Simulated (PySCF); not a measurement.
PySCF 2.14 output of an unrestricted r2SCAN0 calculation on a single atom or ion in ANO-RCC-VTZP, with the spin-free X2C one-electron Hamiltonian (Gaussian nucleus):

```
SCF conv_tol = 1e-09
number electrons alpha = 36  beta = 27
    M. Bursch, H. Neugebauer, S. Ehlert, and S. Grimme.,  J. Chem. Phys. 156, 134105 (2022)
cycle= 1 E= -10843.0688521744  delta_E= -0.0112  |g|= 0.179  |ddm|= 0.198
cycle= 2 E= -10843.0641364915  delta_E= 0.00472  |g|= 0.258  |ddm|= 0.109
cycle= 3 E= -10843.072783362  delta_E= -0.00865  |g|= 0.0105  |ddm|= 0.0694
cycle= 4 E= -10843.0728139933  delta_E= -3.06e-05  |g|= 0.00105  |ddm|= 0.0134
cycle= 5 E= -10843.0728173422  delta_E= -3.35e-06  |g|= 0.000348  |ddm|= 0.00575
cycle= 6 E= -10843.0728183176  delta_E= -9.75e-07  |g|= 6.29e-05  |ddm|= 0.00472
cycle= 7 E= -10843.0728183319  delta_E= -1.43e-08  |g|= 6.07e-06  |ddm|= 0.000617
cycle= 8 E= -10843.072818332  delta_E= -1.82e-11  |g|= 2.74e-06  |ddm|= 7.34e-06
converged SCF energy = -10843.072818332  <S^2> = 24.756766  2S+1 = 10.001353
```

The run itself started from symmetry-adapted Hartree-Fock orbitals and held the occupation by maximum overlap, on a logarithmic radial grid, so the iterations belong to that start.

Question: Which element, charge and spin multiplicity is this?

Answer: Eu (europium, neutral), multiplicity 10; the state was [Xe] 4f7 6s1 6p1, high-spin 10P determinant (an excited configuration).

Spin-orbit coupling, absent here, splits the open shell strongly.
